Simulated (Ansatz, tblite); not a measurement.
Spin states of the cluster Co₂Si₅, each relaxed with PBE-D4/def2-SVP in Ansatz. Electronic energies in the gas phase.

The xTB rows come from tblite. The structure comes from a short search, and lower isomers may exist.

Singlet geometry (Cs within 0.1 Å):

```tsv
atom	x (Å)	y (Å)	z (Å)
Co1	0.864	-0.096	-1.131
Co2	-0.258	-1.282	0.568
Si3	-0.616	0.545	1.777
Si4	0.621	1.854	-0.099
Si5	-0.836	-1.424	-1.546
Si6	-1.419	0.591	-0.523
Si7	1.644	-0.188	0.954
```

Quintet geometry (Cs within 0.1 Å):

```xyz
7

Co   -0.395    1.432   -0.182
Co   -0.006   -0.465    1.422
Si   -0.056   -1.984   -0.331
Si   -0.450   -0.057   -1.960
Si    1.262    1.420    1.373
Si    1.472   -0.072   -0.440
Si   -1.827   -0.274    0.118
```

⟨S²⟩: quintet 6.19 at PBE0-D4/def2-TZVP (pure 6.00).

Run but left out: HF/STO-3G (singlet: restricted singlet, unstable in another Hartree–Fock run and untested here); HF/def2-TZVP, MP2/def2-TZVP (singlet: restricted singlet, unstable towards broken spin symmetry).

The triplet was relaxed too but is left out (⟨S²⟩ 2.56 to 6.18, where a pure state has 2.00); at PBE0-D4/def2-TZVP it lies 0.12 eV above the lowest shown. Higher spins weren't run and may lie lower.

```csv
level,quintet − singlet (kJ/mol),lowest of these,remarks
GFN1-xTB,135.0,singlet,–
GFN2-xTB,53.7,singlet,–
LDA (SPW92)/def2-TZVP,84.8,singlet,restricted SCF unstable in HF (singlet)
PBE-D4/def2-TZVP,47.5,singlet,restricted SCF unstable in HF (singlet)
r2SCAN-D4/def2-TZVP,-8.2,quintet,"restricted SCF unstable in HF (singlet), spin-contaminated (⟨S²⟩ 6.13) (quintet)"
r2SCANh-D4/def2-TZVP,-73.4,quintet,"restricted SCF unstable in HF (singlet), spin-contaminated (⟨S²⟩ 6.20) (quintet)"
PBE0-D4/def2-TZVP,-115.0,quintet,"restricted SCF unstable in HF (singlet), spin-contaminated (⟨S²⟩ 6.19) (quintet)"
```

Change of the quintet − singlet gap on mixing in exact exchange, in kJ/mol: PBE to PBE0 (25 % exact exchange) -162.6; r2SCAN to r2SCANh (10 % exact exchange) -65.2.

The xTB methods have no spin-polarisation term.
